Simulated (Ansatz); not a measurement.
C$_{3}$H$_{8}$FInO$_{2}$, singlet, at a GFN2-xTB geometry (such geometries of metal compounds can be far from the true shape) (all electrons, no relativity), with bond 12-9 at 2.4 times its length; SC-NEVPT2/STO-3G, CASSCF(2,3) (Ansatz, an electronic-structure program).

Input for Ansatz:
Ansatz 0.2 input:
```yaml
crystal:
  periodic: [false, false, false]
  atoms:
    - {symbol: In, position_ang: [0.02146130, -0.24326693, 0.13515231]}
    - {symbol: F, position_ang: [1.55760781, 0.79066000, 0.91707015]}
    - {symbol: O, position_ang: [0.44430601, -2.20785058, -0.14373283]}
    - {symbol: C, position_ang: [1.60728596, -2.73948612, 0.42161166]}
    - {symbol: H, position_ang: [1.53957075, -2.82313889, 1.51205888]}
    - {symbol: H, position_ang: [1.70544205, -3.74379838, -0.00471898]}
    - {symbol: H, position_ang: [2.50444970, -2.16785639, 0.16052198]}
    - {symbol: O, position_ang: [-1.71083262, 0.77672537, -0.16150719]}
    - {symbol: C, position_ang: [-1.61834262, 2.15474896, -0.32326334]}
    - {symbol: C, position_ang: [-0.81810209, 2.56629345, -1.55024891]}
    - {symbol: H, position_ang: [-2.66302883, 2.48163246, -0.43193355]}
    - {symbol: H, position_ang: [-0.63134423, 3.32585985, 1.82532771]}
    - {symbol: H, position_ang: [-1.21299001, 2.07371047, -2.43754873]}
    - {symbol: H, position_ang: [-0.85230081, 3.64459307, -1.68650856]}
    - {symbol: H, position_ang: [0.22304195, 2.25594977, -1.40662462]}
basis:
  gaussian:
    orbitals: STO-3G
magnetization: {spin_polarized: false}
correlation: {method: sc_nevpt2, electrons: all, active_space: {window: {electrons: 2, orbitals: 3}}}
```

Write the output that Ansatz gives for this input, abridged.


```
Functional definition: HF
915 factors; integrals over basis functions are off by at most 9.8e-5 eV
mean field evaluation 1: about -164488.1507 eV, gradient 3.8e1 eV
mean field evaluation 2: about -164488.4143 eV, gradient 3.8e1 eV
mean field evaluation 4: about -164496.7602 eV, gradient 1.1e1 eV
mean field evaluation 8: about -164497.4432 eV, gradient 2.3e-1 eV
mean field evaluation 16: about -164493.9415 eV, gradient 5.8e-2 eV
mean field -164497.44374230 eV, -6045.1695571575 hartree, gradient 6.0e-6 eV, S^2 0.000000; 2 other end points of the search recorded, 0 dependent functions left out; unrestricted orbitals would lower it
reference -164497.44374230 eV, -6045.1695571575 hartree; 50, 50 occupied and 15, 15 virtual orbitals, 915 factors
state -164502.01199314 eV, -6045.3374372792 hartree
state -164502.01199314 eV, -6045.3374372792 hartree; corrected -164509.43860543 eV, -6045.6103602470 hartree
WARN: 1 active orbitals are nearly empty or full. The corrections depend on them more than the energy does, and are more stable in an active space without them
Total energy: -164509.43860543 eV, -6045.6103602470 hartree
```
